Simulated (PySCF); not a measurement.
**Broadened absorption spectrum of C3H14OSi3**

Compound: C3H14OSi3.
Z-matrix (Å and degrees, PBE0-D3(BJ)/def2-SVP geometry), rows numbered from 1:
```
C 
C   1  1.5274
C   2  1.5281  1  112.28
Si  2  1.8852  1  111.27  3  -124.44
O   4  1.6666  2  110.36  1   -53.23
Si  5  1.6600  4  143.01  2   -72.15
Si  6  2.3513  5  110.44  4    44.34
H   1  1.1028  2  111.20  3   -58.51
H   1  1.1007  2  111.87  3  -178.99
H   1  1.1029  2  111.15  3    60.94
H   2  1.1074  1  108.52  3   119.60
H   3  1.1028  2  111.08  1    57.90
H   3  1.1018  2  112.27  1   178.12
H   3  1.1030  2  111.29  1   -61.28
H   4  1.4936  2  110.18  1    65.27
H   4  1.4980  2  109.90  1  -174.17
H   6  1.4975  5  110.32  4   -76.54
H   6  1.4931  5  108.32  4   165.03
H   7  1.4975  6  110.22  5   -61.47
H   7  1.4965  6  110.65  5    58.23
H   7  1.4964  6  110.30  5   178.70
```

Theory: TDDFT wB97X-D/def2-SVPD, vertical, gas phase, core orbitals frozen in the response (PySCF).

Computed states:

| state | E (eV) | f |
| --- | --- | --- |
| S1 | 6.33 | 0.016 |
| S2 | 7.13 | 0.0035 |
| S3 | 7.22 | 0.026 |
| S4 | 7.40 | 0.0010 |
| S5 | 7.52 | 0.0062 |
| S6 | 7.72 | 0.157 |
| S7 | 7.83 | 0.133 |
| S8 | 8.07 | 0.075 |
| S9 | 8.13 | 0.0005 |
| S10 | 8.22 | 0.036 |

Broadening: Gaussians 0.4 eV wide at half height, area fixed by f = 4.319×10⁻⁹ ∫ε dν̃. The width is an assumption, not a result. The curve ends short of the highest state used, and states not computed would add to its high-energy end.

Task: What does the envelope look like, and where are its maxima?

Result: 
E (eV), ε (L mol⁻¹ cm⁻¹) and a bar:
```
     5.73          2 
     5.78          5 
     5.82         11 
     5.87         26 
     5.91         48 
     5.95         85 
     6.00        158 
     6.04        245 #
     6.09        390 #
     6.13        532 #
     6.17        688 ##
     6.22        875 ##
     6.26        998 ##
     6.31       1087 ##
     6.35       1094 ##
     6.39       1041 ##
     6.44        905 ##
     6.48        761 ##
     6.53        567 #
     6.57        422 #
     6.61        300 #
     6.66        188 
     6.70        135 
     6.74        115 
     6.79        137 
     6.83        197 
     6.88        332 #
     6.92        494 #
     6.96        705 ##
     7.01       1025 ##
     7.05       1306 ###
     7.10       1651 ####
     7.14       1891 ####
     7.18       2080 #####
     7.23       2249 #####
     7.27       2367 #####
     7.32       2596 ######
     7.36       2953 #######
     7.40       3577 ########
     7.45       4869 ###########
     7.49       6383 ##############
     7.54       8854 ####################
     7.58      11177 #########################
     7.62      13612 ##############################
```

Maxima: 196 nm (6.33 eV), ε about 1100, made up of S1 (100%) (ε in L mol⁻¹ cm⁻¹; maxima over ε = 5, shares over 10%). At its high-energy end, 7.62 eV, the curve is still rising (ε about 14000, from S6 and S7).

Task: What would ε be at 6.33 eV, the highest of these maxima, with half the width (0.2 eV)?

Result: About 2190 L mol⁻¹ cm⁻¹ against 1100, a factor of about 2.00; a lone state at its own centre would give exactly 2.

Task: On this curve, what absorbance would a 10⁻⁴ mol/L sample give at 193 nm over a 1 cm path?

Result: 193 nm is 6.424 eV, where ε is about 960 L mol⁻¹ cm⁻¹, so A = ε c l ≈ 0.096 (Beer–Lambert, with the gas-phase spectrum and the assumed width).

Task: Coming from long wavelengths, where does ε first pass 100 L mol⁻¹ cm⁻¹?

Result: At about 208 nm (5.96 eV), 0.37 eV below S1.

All these states lie below the vertical ionisation energy of 9.55 eV (ΔSCF).

One conformer stands for the species.
